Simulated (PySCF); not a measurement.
PySCF input for C3H5ClSi, SMILES Cl[Si@@H](C#C)C, TDA-PBE0/def2-SVPD. Geometry optimised at B3LYP-D3(BJ)/def2-SVP. The structure was generated by enumeration; whether it is a known compound was not checked.

```python
import numpy as np
from pyscf import gto, scf, dft, tdscf

mol = gto.M(
    atom='''
    C     2.33078992   -1.56292299    0.20605192
    C     1.31916362   -0.95506384   -0.09185899
    Si   -0.22061292   -0.07071914   -0.54477946
    C    -1.71324707   -1.12721002   -0.16757466
    Cl   -0.32650003    1.68696510    0.57192645
    H     3.22640052   -2.09587265    0.46997791
    H    -0.15358578    0.31614395   -1.97635769
    H    -2.64113553   -0.59081368   -0.42003352
    H    -1.73770772   -1.38543212    0.90223287
    H    -1.67512916   -2.06118334   -0.75136614
    ''',
    basis='def2-SVPD',
    charge=0,
    spin=0,
    max_memory=1600,
    verbose=4,
)
mf = dft.RKS(mol, xc='pbe0').density_fit(auxbasis='def2-universal-jkfit')
mf.grids.level = 3
mf.conv_tol = 1e-9
mf.max_cycle = 100
mf.kernel()
mf.grids = dft.Grids(mol).set(level=1).build(with_non0tab=True)  # coarser grid for the response kernel
td = tdscf.TDA(mf)
td.singlet = True
td.nstates = 10
td.conv_tol = 1e-4
td.positive_eig_threshold = 1e-6
td.kernel(x0=td.get_init_guess(mf, 15))
td.analyze()
tt = tdscf.TDA(mf)
tt.singlet = False
tt.nstates = 4
tt.conv_tol = 1e-4
tt.positive_eig_threshold = 1e-6
tt.kernel(x0=tt.get_init_guess(mf, 9))
tt.analyze(verbose=3)
```

It prints:

```
PySCF version 2.14.0

[INPUT] verbose = 4
[INPUT] num. atoms = 10
[INPUT] num. electrons = 54
[INPUT] charge = 0
[INPUT] spin (= nelec alpha-beta = 2S) = 0
[INPUT] symmetry False subgroup None
[INPUT] Mole.unit = angstrom
[INPUT] Symbol           X                Y                Z      unit          X                Y                Z       unit  Magmom
[INPUT]  1 C      2.330789920000  -1.562922990000   0.206051920000 AA    4.404554602697  -2.953496404886   0.389381696241 Bohr   0.0
[INPUT]  2 C      1.319163620000  -0.955063840000  -0.091858990000 AA    2.492857955290  -1.804809089075  -0.173588333179 Bohr   0.0
[INPUT]  3 Si    -0.220612920000  -0.070719140000  -0.544779460000 AA   -0.416897998341  -0.133639806365  -1.029483977688 Bohr   0.0
[INPUT]  4 C     -1.713247070000  -1.127210020000  -0.167574660000 AA   -3.237567746014  -2.130118222666  -0.316670212817 Bohr   0.0
[INPUT]  5 Cl    -0.326500030000   1.686965100000   0.571926450000 AA   -0.616995636362   3.187902020700   1.080784353895 Bohr   0.0
[INPUT]  6 H      3.226400520000  -2.095872650000   0.469977910000 AA    6.097013350954  -3.960625300466   0.888129534495 Bohr   0.0
[INPUT]  7 H     -0.153585780000   0.316143950000  -1.976357690000 AA   -0.290235060828   0.597425481438  -3.734774758278 Bohr   0.0
[INPUT]  8 H     -2.641135530000  -0.590813680000  -0.420033520000 AA   -4.991022809558  -1.116476045846  -0.793748315937 Bohr   0.0
[INPUT]  9 H     -1.737707720000  -1.385432120000   0.902232870000 AA   -3.283791675342  -2.618087270976   1.704973024880 Bohr   0.0
[INPUT] 10 H     -1.675129160000  -2.061183340000  -0.751366140000 AA   -3.165535335673  -3.895072005116  -1.419876223872 Bohr   0.0

nuclear repulsion = 247.62437709143
number of shells = 65
number of NR pGTOs = 227
number of NR cGTOs = 151
basis = def2-SVPD
ecp = {}


[settings echo left out]
init E= -866.526244377012
  HOMO = -0.336134373494795  LUMO = -0.0785588765909169  gap/eV = 7.00899
cycle= 1 E= -866.244366942184  delta_E= 0.282  |g|= 0.419  |ddm|= 6.53
  HOMO = -0.265722209415923  LUMO = -0.00994882956000875  gap/eV = 6.95995
cycle= 2 E= -866.240366282906  delta_E= 0.004  |g|= 0.434  |ddm|= 1.69
  HOMO = -0.307623070850604  LUMO = -0.0248361796505181  gap/eV = 7.69502
cycle= 3 E= -866.289841347903  delta_E= -0.0495  |g|= 0.0999  |ddm|= 0.636
  HOMO = -0.309317614775724  LUMO = -0.0247611329928086  gap/eV = 7.74318
cycle= 4 E= -866.292024872922  delta_E= -0.00218  |g|= 0.0401  |ddm|= 0.15
  HOMO = -0.309350739777514  LUMO = -0.0250284689183413  gap/eV = 7.73680
cycle= 5 E= -866.292449725677  delta_E= -0.000425  |g|= 0.00608  |ddm|= 0.0553
  HOMO = -0.308720718782147  LUMO = -0.0244811319923772  gap/eV = 7.73455
cycle= 6 E= -866.2924605226  delta_E= -1.08e-05  |g|= 0.00119  |ddm|= 0.0149
  HOMO = -0.30887248312577  LUMO = -0.0245974164118601  gap/eV = 7.73552
cycle= 7 E= -866.292460909222  delta_E= -3.87e-07  |g|= 0.000366  |ddm|= 0.0031
  HOMO = -0.308861489839114  LUMO = -0.024593965454919  gap/eV = 7.73531
cycle= 8 E= -866.292460948426  delta_E= -3.92e-08  |g|= 6.65e-05  |ddm|= 0.000715
  HOMO = -0.308854012866545  LUMO = -0.0245861516177812  gap/eV = 7.73532
cycle= 9 E= -866.292460949665  delta_E= -1.24e-09  |g|= 1.7e-05  |ddm|= 0.000157
  HOMO = -0.308856027566403  LUMO = -0.0245874949142868  gap/eV = 7.73534
cycle= 10 E= -866.29246094975  delta_E= -8.5e-11  |g|= 4.02e-06  |ddm|= 4.31e-05
  HOMO = -0.308855328523443  LUMO = -0.0245871514894147  gap/eV = 7.73533
Extra cycle  E= -866.292460949746  delta_E= 3.87e-12  |g|= 4.53e-06  |ddm|= 1.54e-05
converged SCF energy = -866.292460949746
tot grids = 40632
Overwritten attributes  positive_eig_threshold  of <class 'pyscf.tdscf.rks.TDA'>


******** <class 'pyscf.tdscf.rks.TDA'> for <class 'pyscf.df.df_jk.DFRKS'> ********
nstates = 10 singlet
deg_eia_thresh = 1.000e-03
wfnsym = None
conv_tol = 0.0001
eigh lindep = 1e-12
eigh level_shift = 0
eigh max_cycle = 100


Excitation energies (eV)
[5.85743801 6.18795188 6.27259072 6.93885827 7.1759861  7.49688493
 7.7121595  7.96753465 8.08929613 8.34985611]

** Singlet excitation energies and oscillator strengths **
Excited State   1:      5.85744 eV    211.67 nm  f=0.0002
      25 -> 28        0.17381
      26 -> 29        0.18273
      27 -> 28       -0.64335
Excited State   2:      6.18795 eV    200.36 nm  f=0.0052
      25 -> 29       -0.14692
      26 -> 28       -0.51002
      27 -> 29        0.43894
Excited State   3:      6.27259 eV    197.66 nm  f=0.0004
      26 -> 29       -0.65256
      26 -> 30        0.10718
      27 -> 28       -0.19362
Excited State   4:      6.93886 eV    178.68 nm  f=0.0029
      25 -> 28        0.67116
      27 -> 28        0.18447
Excited State   5:      7.17599 eV    172.78 nm  f=0.0177
      24 -> 28       -0.68025
      26 -> 28        0.14382
Excited State   6:      7.49688 eV    165.38 nm  f=0.0832
      25 -> 29       -0.59256
      26 -> 28       -0.11190
      27 -> 29       -0.34365
Excited State   7:      7.71216 eV    160.76 nm  f=0.0014
      24 -> 29       -0.68674
      26 -> 29        0.11634
Excited State   8:      7.96753 eV    155.61 nm  f=0.0580
      25 -> 29        0.18335
      27 -> 29       -0.13497
      27 -> 30       -0.62354
      27 -> 31        0.16319
Excited State   9:      8.08930 eV    153.27 nm  f=0.0276
      26 -> 30       -0.64232
      26 -> 31        0.19179
Excited State  10:      8.34986 eV    148.49 nm  f=0.2730
      22 -> 28        0.12031
      23 -> 28        0.24648
      24 -> 28        0.10718
      25 -> 29       -0.14560
      26 -> 28        0.25055
      26 -> 30        0.18948
      26 -> 31        0.32620
      26 -> 32        0.21558
      26 -> 33       -0.14968
      27 -> 29        0.17574
      27 -> 30       -0.16065
      27 -> 32       -0.15079

** Transition electric dipole moments (AU) **
state          X           Y           Z        Dip. S.      Osc.
  1        -0.0239     -0.0251      0.0097      0.0013      0.0002
  2         0.0483     -0.1741     -0.0405      0.0343      0.0052
  3        -0.0331     -0.0208      0.0281      0.0023      0.0004
  4        -0.0698     -0.0133      0.1094      0.0170      0.0029
  5        -0.2752      0.1044     -0.1195      0.1009      0.0177
  6         0.6382      0.0396      0.2106      0.4532      0.0832
  7        -0.0589     -0.0544      0.0335      0.0076      0.0014
  8         0.5349      0.0319     -0.0993      0.2970      0.0580
  9        -0.2223     -0.1278     -0.2710      0.1392      0.0276
 10        -0.8818      0.7402     -0.0955      1.3345      0.2730

** Transition velocity dipole moments (imaginary part, AU) **
state          X           Y           Z        Dip. S.      Osc.
  1        -0.0029     -0.0040     -0.0022      0.0000      0.0001
  2         0.0048     -0.0294     -0.0075      0.0009      0.0028
  3        -0.0070     -0.0054      0.0040      0.0001      0.0003
  4        -0.0298     -0.0146      0.0428      0.0029      0.0077
  5        -0.0759      0.0092     -0.0465      0.0080      0.0202
  6         0.1239      0.0189      0.0253      0.0163      0.0396
  7        -0.0042     -0.0026     -0.0026      0.0000      0.0001
  8         0.1174      0.0275     -0.0324      0.0156      0.0355
  9        -0.0384     -0.0551     -0.0708      0.0095      0.0214
 10        -0.1609      0.1564      0.0008      0.0504      0.1094

** Transition magnetic dipole moments (imaginary part, AU) **
state          X           Y           Z
  1         0.3105     -0.1090      0.1114
  2         0.0432      0.0150     -0.0182
  3        -0.0121     -0.0170      0.0154
  4        -0.6444      0.0856     -0.2840
  5         0.3191      0.1586     -0.2829
  6         0.2197      0.4094     -0.1817
  7         0.2217      0.2790     -0.0191
  8        -0.1937     -0.4571     -0.5415
  9        -0.5673     -0.6754      0.7562
 10        -0.0179     -0.4739     -0.3615


******** <class 'pyscf.tdscf.rks.TDA'> for <class 'pyscf.df.df_jk.DFRKS'> ********
nstates = 4 triplet
deg_eia_thresh = 1.000e-03
wfnsym = None
conv_tol = 0.0001
eigh lindep = 1e-12
eigh level_shift = 0
eigh max_cycle = 100


Excitation energies (eV)
[4.75280745 5.22199108 5.25635189 5.96880831]

** Triplet excitation energies and oscillator strengths **
Excited State   1:      4.75281 eV    260.87 nm  f=0.0000
Excited State   2:      5.22199 eV    237.43 nm  f=0.0000
Excited State   3:      5.25635 eV    235.87 nm  f=0.0000
Excited State   4:      5.96881 eV    207.72 nm  f=0.0000
```

The run converged.

Cost: roughly 2.1 core-minutes.
